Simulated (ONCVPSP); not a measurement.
Ge (Z = 32), ONCV: configuration errors across variants

```json
{"Element": "germanium", "Generator": "ONCVPSP 4.0.1", "Type": "optimised norm-conserving Vanderbilt (ONCV)", "Functional": "PBE", "Relativity": "scalar-relativistic", "Frozen core": "[Ar]", "Valence charge": "14", "Reference configuration": "3d10 4s2 4p2", "Partial waves": "4s: rc 1.30 bohr, ncon 3, nbas 8, qcut 5.8 1/bohr, 1 projector; 4p: rc 1.75 bohr, ncon 4, nbas 9, qcut 4.7 1/bohr, 2 projectors, debl 1.1 Ha; 3d: rc 1.35 bohr, ncon 3, nbas 7, qcut 12 1/bohr, 1 projector", "Local potential": "polynomial inside 0.85 bohr (lpopt 3, dvloc0 0 Ha)", "Core correction": "Teter function, fcfact 3.75, rcfact 1.65"}
```

All-electron excitation energies from the reference (eV): (1) 3d10 4s2 4p1 7.444; (2) 3d10 4s2 4p0 22.884; (3) 3d10 4s1 4p0 57.675; (4) 3d9 4s2 4p3 29.626.

A true bound ghost makes a file unfit for plane-wave use even where its test errors are small: the radial tests pick states by their node count and pass the ghost by.

Errors AE − PS in meV (a dash: test not solved or not reliable):

| change | (1) | (2) | (3) | (4) | bound ghosts | GHOST(+) flags above zero |
| --- | --- | --- | --- | --- | --- | --- |
| base | -1.0 | -0.7 | +15 | -201 | s | p |
| d: qcut 6.9 | -1.3 | -6.1 | -53 | +403 | s | p |
| d: qcut 8.9 | -1.1 | -2.9 | -15 | +91 | s | p |
| d: qcut 10.5 | -1.0 | -1.5 | +2.6 | -82 | s | p |
| d: qcut 13.3 | -1.0 | -0.4 | +22 | -280 | s | p |
| d: qcut 14.8 | -0.9 | -0.2 | +25 | -329 | s | p |
| d: qcut 16 | -0.9 | -0.2 | +26 | -337 | s | p |
| d: qcut 17.5 | -0.9 | -0.1 | +27 | -356 | s | p |

Q: Give the same row for: d: qcut 11.7.

A: -1.0, -0.8, +13, -179; bound ghosts: s; GHOST(+) flags above zero: p.
